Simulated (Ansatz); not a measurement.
System: HB₂O₂, charge 1, singlet. HB2O2+ (SMILES O=BB=[OH+]).
B3LYP-D3(BJ)/def2-TZVP minimum from Ansatz (an electronic-structure program):
```xyz
5

O      0.0000     0.0000    -1.9166
B      0.0000     0.0000    -0.7007
B      0.0000     0.0000     0.9380
O      0.0000     0.0000     2.1292
H      0.0000     0.0000    -2.8868
```
Charge +1, spin multiplicity 1.

Total energies in cc-pVTZ, 18 correlated electrons, 4 frozen orbitals. Radicals and triplets start from unrestricted determinants; spin-orbit coupling is neglected. Correlated methods leave the cores frozen. No relativity.

| method | program | energy (Eh) | minus CCSDT(Q) (mEh) |
|---|---|---|---|
| HF | Ansatz | -199.51782 | 661.13 |
| MP2 | Ansatz | -200.14554 | 33.41 |
| CCSD | Ansatz | -200.14721 | 31.74 |
| CCSD(T) | Ansatz | -200.17646 | 2.48 |
| CCSDT(Q) | Ansatz | -200.17895 | 0.00 |

Rough core times of Ansatz's runs on a shared machine: CCSD(T) under 20 s, CCSDT(Q) 40 min.
